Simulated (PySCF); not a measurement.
C6H11FO.
SMILES: `CO[C@@H]1CC[C@@H](F)C1`

The closed-shell SCF was solved with PySCF and density fitting under several settings on one GFN2-xTB geometry (grid level 2 and gas phase unless stated).

| settings | basis functions | SCF cycles | E (Eh) | HOMO (eV) | LUMO (eV) | dipole (D) |
| --- | --- | --- | --- | --- | --- | --- |
| PBE0/6-311G** | 210 | 12 | -409.9598 | -7.24 | 1.37 | 1.35 |
| PW91/IGLO-II, IEF-PCM chloroform, start guess sap, damping 0.1 at the start, DIIS from the seventh cycle | 242 | 26 | -410.2760 | -5.73 | 0.62 | 1.53 |

Question: Estimate the row for these settings: wB97X-D/pcSseg-1, energy threshold 1e-11 Eh, fitting basis def2-qzvpp-jkfit.

Answer: 
```
                                                                   settings  basis functions  SCF cycles     E (Eh)  HOMO (eV)  LUMO (eV)  dipole (D)
wB97X-D/pcSseg-1, energy threshold 1e-11 Eh, fitting basis def2-qzvpp-jkfit              191          12  -410.1406      -9.23       3.22        1.43
```

Question: Over all rows, what range does the HOMO–LUMO gap span?

Answer: From 6.35 eV (PW91/IGLO-II, IEF-PCM chloroform, start guess sap, damping 0.1 at the start, DIIS from the seventh cycle) to 12.45 eV (wB97X-D/pcSseg-1, energy threshold 1e-11 Eh, fitting basis def2-qzvpp-jkfit). The functional of the narrowest has no exact exchange, that of the widest range-separated exact exchange.

Question: And the dipole moment?

Answer: From 1.35 D (PBE0/6-311G**) to 1.53 D (PW91/IGLO-II, IEF-PCM chloroform, start guess sap, damping 0.1 at the start, DIIS from the seventh cycle); the largest is 1.13 times the smallest, and the median is 1.43 D.

Whole jobs, the steps after the SCF included, on one thread, Intel Xeon 6975P-C (x86_64), shared host:

```
                                                                                                settings                                                            work after the SCF  wall time  peak memory
                                                                                           PBE0/6-311G**  spin–spin couplings from 18 perturbed nuclei, spin–dipole term for 1 of them       35 s     0.99 GiB
PW91/IGLO-II, IEF-PCM chloroform, start guess sap, damping 0.1 at the start, DIIS from the seventh cycle  spin–spin couplings from 18 perturbed nuclei, spin–dipole term for 1 of them       41 s     0.85 GiB
                             wB97X-D/pcSseg-1, energy threshold 1e-11 Eh, fitting basis def2-qzvpp-jkfit               shieldings, ring-centre shieldings, charges and field gradients       27 s     0.90 GiB
```

wB97X-D ran without the empirical dispersion term, which would shift the total energy alone. Cycle counts include a coarse-grid stage where the run had one. All basis functions are spherical, in the Pople sets too. The structure is a single GFN2-xTB conformer; no vibrational corrections.
